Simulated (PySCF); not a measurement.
A PySCF script (with the pyscf-properties extension) for the NMR shieldings of SMILES [P@@](CCC)(C)(=O)CO, C₅H₁₃O₂P, on a PBE0-D3(BJ)/def2-SVP geometry:

```python
import basis_set_exchange as bse
import numpy as np
from pyscf import gto, dft
from pyscf.prop import nmr

atoms = """
C     3.039749    0.478319    0.243303
C     1.704965   -0.138720    0.628740
C     0.545964    0.371675   -0.220745
P    -1.067633   -0.216031    0.380001
C    -1.281648   -1.912821   -0.213434
O    -1.243756   -0.031467    1.866900
C    -2.335760    0.835942   -0.437441
O    -2.417363    1.998114    0.328549
H     3.013430    1.575050    0.343794
H     3.304771    0.248319   -0.801188
H     3.852622    0.104494    0.883646
H     1.768946   -1.237938    0.547683
H     1.471907    0.071959    1.684871
H     0.665503    0.112444   -1.287022
H     0.478495    1.472008   -0.159333
H    -2.250395   -2.288573    0.145618
H    -0.487990   -2.547706    0.206337
H    -1.246384   -1.963793   -1.311863
H    -2.056829    1.088470   -1.474049
H    -3.289317    0.268324   -0.476526
H    -2.279467    1.707082    1.249257
"""
names = dict.fromkeys(["C", "P", "O", "H"], "pcSseg-1")
basis = {el: gto.basis.parse(bse.get_basis(n, elements=[el], fmt="nwchem")) for el, n in names.items()}
mol = gto.M(atom=atoms, basis=basis, charge=0, verbose=0)
mf = dft.RKS(mol, xc="PBE0")
mf.grids.level = 2
mf.grids.alignment = dft.numint.BLKSIZE   # the property module wants whole blocks of grid points
mf.conv_tol = 1e-9
mf.kernel()

calc = nmr.RKS(mf)   # GIAO
C = mf.mo_coeff
Co = C[:, mf.mo_occ > 0]
resp = mf.gen_response(singlet=True, hermi=2)
def vind(x):   # induced exchange potential for any number of trial vectors
    d = np.einsum("pi,xij,qj->xpq", C, 2 * x.reshape(-1, C.shape[1], Co.shape[1]), Co, optimize=True)
    return np.einsum("xpq,pi,qj->xij", resp(d - d.transpose(0, 2, 1)), C, Co, optimize=True).ravel()
mo1, _ = nmr.rhf.solve_mo1(calc, with_cphf=vind)
sigma = calc.kernel(mo1)
for i, s in enumerate(sigma):   # ppm
    print("%2d %-2s %9.2f" % (i, mol.atom_pure_symbol(i), np.trace(s) / 3))
```

**Question.** What does it print?

**Answer.** 
```
 0 C     166.85
 1 C     167.60
 2 C     152.66
 3 P     295.21
 4 C     171.76
 5 O     256.82
 6 C     123.55
 7 O     337.96
 8 H      30.34
 9 H      30.39
10 H      29.89
11 H      30.13
12 H      29.37
13 H      30.56
14 H      29.66
15 H      30.11
16 H      29.54
17 H      30.68
18 H      27.90
19 H      27.79
20 H      28.69
```

These numbers come from an equivalent density-fitted implementation of the same equations, which agrees with the script to about 0.01 ppm for H and up to a few tenths of a ppm for heavy atoms, so last digits may differ.

**Question.** Turn these shieldings into chemical shifts. Scale: $^{13}$C (σref 184.41), $^{1}$H (σref 31.27) vs TMS; H3PO4 for $^{31}$P (σref 310.13); H2O for $^{17}$O (σref 334.56) (reference shieldings calculated alike).

**Answer.** Averaging equivalent atoms: C 6: 60.9; C 2: 31.7; C 0: 17.6; C 1: 16.8; C 4: 12.7; P 3: 14.9; O 5: 77.7; O 7: -3.4; H 19: 3.48; H 18: 3.37; H 20: 2.58; H 12: 1.89; H 14: 1.61; H 15/16/17: 1.16; H 11: 1.14; H 8/9/10: 1.06; H 13: 0.71 ppm. Experimental scales use liquid or dissolved standards, which lie at an offset from isolated H2O (liquid H2O: subtract about 36 ppm) and H3PO4.

Size and cost of the density-fitted run: 208 basis functions, 87 s wall time on 1 thread of an Arm Neoverse N1, shared host; peak memory 1.1 GiB.
